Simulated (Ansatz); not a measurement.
Diatomic TeH, multiplicity 2 (the spin of the measured ground state). No spin–orbit coupling.

D_e counts from the fitted minimum to each atom's lowest state at the same level, without counterpoise.

Correlated levels freeze the inner cores; with def2 sets outer-core shells near the valence are correlated too.

Programs: Ansatz (a program for electronic structure) with Gaussian orbitals.  In def2 rows elements past Kr take small-core potentials, without spin–orbit coupling.

```tsv
level	bond energy D_e (kcal/mol)
SVWN5/def2-TZVPP	___
PBE/def2-TZVPP	69.02
PBE0/def2-TZVPP	67.43
BHLYP/def2-TZVPP	67.12
wB97M-V/def2-TZVPP	68.32
CCSD/def2-TZVPP	66.15
CCSD/def2-QZVPP	67.66
CCSD(T)/def2-TZVPP	67.25
CCSD(T)/def2-QZVPP	68.91
```

Task: Complete the blanks.

Result: 
- SVWN5/def2-TZVPP, bond energy D_e (kcal/mol): 80.52
